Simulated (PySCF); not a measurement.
SMILES C(CC#C)Cl (CAM-B3LYP/def2-SVP optimised geometry):

```
10

C      1.974    -0.689     0.000
C      0.768    -0.715     0.000
C     -0.694    -0.715     0.000
C     -1.259     0.701     0.000
Cl    -3.048     0.669    -0.003
H      3.048    -0.674    -0.001
H     -1.070    -1.256    -0.883
H     -1.070    -1.256     0.883
H     -0.935     1.256    -0.890
H     -0.938     1.255     0.891
```

Level of theory: CAM-B3LYP/def2-TZVP in PySCF.

What are the frontier orbital energies and the dipole moment?

HOMO-2 -9.99 eV, HOMO-1 -9.45 eV, HOMO -9.43 eV, LUMO 1.29 eV, LUMO+1 2.06 eV; dipole moment 1.38 D.

Meta-Löwdin charges at CAM-B3LYP/def2-TZVP: C1 -0.22, C2 -0.04, C3 -0.19, C4 -0.14, Cl5 -0.13, H6 0.17, H7 0.14, H8 0.14, H9 0.13, H10 0.13.
